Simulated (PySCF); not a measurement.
From computed data to an observable: oscillator strength and radiative lifetime

C₆H₆O, SMILES C#C[C@H]1C=COC1.

Coordinates come from a PBE-D3(BJ)/def2-SVP optimisation. The structure was generated by enumeration; whether it is a known compound was not checked. Other conformers were not sampled.

TDA-CAM-B3LYP/def2-SVPD (PySCF) puts the first singlet state with f over 0.02 at 6.16 eV (vertical), with the transition dipole (-0.328, 0.234, 0.174) in atomic units.

Problem. Find the oscillator strength, the wavelength and the radiative lifetime that this transition would have in vacuum if emission retraced absorption.

Solution. 
|μ|² = 0.1926 au, so |μ| = 1.12 D. ΔE = 6.16/27.211 = 0.2264 hartree. f = (2/3) ΔE |μ|² = 0.029 (the program prints 0.029).
λ = 1239.84/6.16 = 201 nm; ν = 49684 cm⁻¹.
Einstein's coefficient A = 0.6670 ν² f s⁻¹ (ν in cm⁻¹) = 4.8e7 s⁻¹, so τ = 1/A = 21 ns. This state is S1. The figure is the radiative limit of this one transition; relaxation, internal conversion, crossing to triplets and a medium change what is measured.
